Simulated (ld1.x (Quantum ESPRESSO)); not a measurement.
Which change was made? (Ru, TM semilocal)

```
Element                 : Ru
Generator               : ld1.x (Quantum ESPRESSO) 7.5
Type                    : norm-conserving Troullier–Martins (semilocal form)
Functional              : PBE
Relativity              : scalar-relativistic
Frozen core             : [Kr]
Valence charge          : 8
Reference configuration : 4d6.5 5s0 5p0 (charge +1.5)
Partial waves           : 5s (bound, empty): rc 2.20 bohr; 4d (bound): rc 1.70 bohr; 4f channel at 0.05 Ry: rc 3.40 bohr; 5p (bound, empty): rc 3.40 bohr
Local potential         : the p channel
Core correction         : none
```

Cutoffs, loose and tight: the cutoffs (Ry, on a coarse ladder) from which the occupation-weighted sum of valence levels, in a spherical-Bessel basis at the reference potential, stays within 10 and 1 mRy of its value at 400 Ry. They do not see the model core or the augmentation charge, which bear on the density cutoff. Test errors are all-electron minus pseudo excitation energies from the reference, over the configurations 4d7 5s1 5p0; 4d7 5s0 5p0; 4d6 5s0 5p0; 4d7.5 5s0.5 5p0; 4d4 5s0 5p0; 4d7 5s0.5 5p0; 4d6 5s2 5p0; variants that change the core or the reference have their own tests.

The base gives: outcome: generated; cutoff, loose: 50 Ry; cutoff, tight: 60 Ry; bound ghosts: none; largest test error (meV): -360.

Task: After one change the result is: outcome: failed: compute_chi: n is too large. Which change was it?
A. reference 4d7 5s0.5 5p0.5
B. core correction a·sin(br)/r model core inside 2.08 bohr
C. type PAW, which also changes the form from semilocal to separable; waves now 5s (bound): rcut 1.90, rcutus 2.20 bohr; 5s channel at 1.1 Ry: rcut 1.90, rcutus 2.20 bohr; 5p (bound): rcut 2.95, rcutus 3.40 bohr; 5p channel at 0.95 Ry: rcut 2.95, rcutus 3.40 bohr; 4d (bound): rcut 1.50, rcutus 1.70 bohr; 4d channel at 2.1 Ry: rcut 1.50, rcutus 1.70 bohr; 4f channel at 0.05 Ry: rcut 2.95, rcutus 3.40 bohr; local potential all-electron potential smoothed inside 2.30 bohr (lloc = -2); core correction a·sin(br)/r model core, default radius (ld1.x builds one for every PAW set, though the input has nlcc=.false.); augmentation BESSEL, radius 1.35 bohr

Result: C. The others give: reference 4d7 5s0.5 5p0.5 → outcome: generated; cutoff, loose: 50 Ry; cutoff, tight: 60 Ry; bound ghosts: none; largest test error (meV): -50 | core correction a·sin(br)/r model core inside 2.08 bohr → outcome: generated; cutoff, loose: 50 Ry; cutoff, tight: 60 Ry; bound ghosts: none; largest test error (meV): -723. In the semilocal form every listed channel keeps its own potential, so the choice of the local channel does not act on these tests. It acts once the file is put into the separable form.
